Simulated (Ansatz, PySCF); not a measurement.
Complex: CH4O (SMILES CO) (first 6 atoms) with CH4S (SMILES CS); geometry from B3LYP-D3(BJ)/def2-TZVP.
(charge 0, multiplicity 1):
```xyz
12

C     -0.2896    -0.5451     0.0904
O     -0.1998     0.7684     0.6352
H     -1.2677    -0.7301    -0.3651
H     -0.1510    -1.2349     0.9213
H      0.4924    -0.7335    -0.6519
H     -0.2780     1.4103    -0.0770
C     -1.2250     0.0362     3.9223
S      0.5568    -0.3231     3.7860
H     -1.7419    -0.2159     2.9993
H     -1.6089    -0.5847     4.7300
H     -1.3960     1.0824     4.1670
H      0.7695     0.4326     2.6953
```

Basis-set superposition error: the interaction energy with monomers in their own basis, and in the dimer's basis (counterpoise).

Codes used: Ansatz (Gaussian orbitals); PySCF for 6-31G* rows. Each number belongs to the level named beside it.

```
level                    uncorrected (kcal/mol)  counterpoise (kcal/mol)  difference
-----------------------  ----------------------  -----------------------  ----------
BLYP/def2-TZVPPD                          -0.51                    -0.42        0.08
r2SCAN/def2-TZVPPD                        -2.77                    -2.71        0.06
B3LYP/def2-TZVPPD                         -1.17                    -1.10        0.07
PBE0/def2-TZVPPD                          -2.07                    -2.00        0.06
BHLYP/def2-TZVPPD                         -1.78                    -1.72        0.06
wB97M-V/def2-TZVPPD                       -3.24                    -3.16        0.08
B2PLYP/def2-TZVPPD                        -2.24                    -2.02        0.22
MP2/6-31G*                                -3.83                    -2.05        1.78
MP2/aug-cc-pV(D+d)Z                       -4.30                    -3.04        1.27
SCS-MP2/aug-cc-pV(D+d)Z                   -3.58                    -2.27        1.31
```

The error is largest for MP2/6-31G* (1.78 kcal/mol) and smallest for r2SCAN/def2-TZVPPD (0.06 kcal/mol).

Ansatz is a quantum-chemistry and plane-wave program.
